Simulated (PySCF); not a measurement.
¹⁷O chemical shifts

PySCF calculation with GFN2-xTB geometry and NMR shieldings at PBE0/pcSseg-1/GIAO; non-relativistic Hamiltonian, single conformer, no solvent model, one averaged value for each set of equivalent atoms.

Shieldings were converted by a linear fit to measured shifts: ¹⁷O: δ = 266.70 − 0.911σ (rms 10.7 ppm, 155 shifts, 12.2 ppm with the 3 outliers that the fit left out vs liquid water, solution or neat liquid). Occasional misses reach two or three times the rms, and more in compound classes unlike the fitted ones.

Question: Give the ¹⁷O shifts of `O=C(O)C#CC(Cl)(Cl)Cl`, `C=CC/C=C/OC(F)F`, `C=CC/C=C/OC(F)F`, `C=CC[SiH2]O[SiH2][SiH3]`.

Answer: 
```
                                                 compound               environment  δ (ppm)
[O:1]=[C:2]([OH:3])[C:4]#[C:5][C:6]([Cl:7])([Cl:8])[Cl:9]       O1: carbonyl oxygen    386.6
[O:1]=[C:2]([OH:3])[C:4]#[C:5][C:6]([Cl:7])([Cl:8])[Cl:9]  O3: acid hydroxyl oxygen    157.4
                                          C=CC/C=C/OC(F)F              ether oxygen    120.1
                                          C=CC/C=C/OC(F)F              ether oxygen    120.1
                                  C=CC[SiH2]O[SiH2][SiH3]     oxygen bonded to 2 Si    -33.5
```

In solution the two oxygens of a carboxylic acid give one averaged line by proton exchange, and hydrogen bonding shields acid and N–H amide carbonyl oxygens by tens of ppm; neither is in these numbers.
